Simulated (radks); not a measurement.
Trend from C4+ to Ne4+: ionisation energy by Delta-SCF between NIST ground configurations, and size. All-electron calculation, scalar-relativistic Kohn-Sham, PBE, spin-polarised, spherical densities, finite nucleus; open shells are filled with parallel spins first; Fermi nuclear charge, rms radius of each element as measured or else 0.836 A^(1/3) + 0.57 fm. Program: a radial shooting solver on a logarithmic mesh with Libxc functionals.

| species | configuration | configuration of the ion | IE (eV) | NIST (eV) | kind | -e(HOMO) (eV) |
|---|---|---|---|---|---|---|
| C4+ | [He] | 1s1 | 391.38 | 392.09 | theory | 357.73 (1s) |
| N4+ | [He] 2s1 | [He] | 98.433 | 97.890 | exp. | 89.601 (2s) |
| O4+ | [He] 2s2 | [He] 2s1 | 112.70 | 113.90 | exp. | 102.72 (2s) |
| F4+ | [He] 2s2 2p1 | [He] 2s2 | 114.49 | 114.25 | semi-emp. | 100.89 (2p) |
| Ne4+ | [He] 2s2 2p2 | [He] 2s2 2p1 | 127.03 | 126.25 | exp. | 112.00 (2p) |

Reference values: NIST Atomic Spectra Database (exp. = measured, semi-emp. = semi-empirical, theory = theoretical value adopted there). Open shells are spherical and high-spin; term and fine-structure splittings are not resolved.
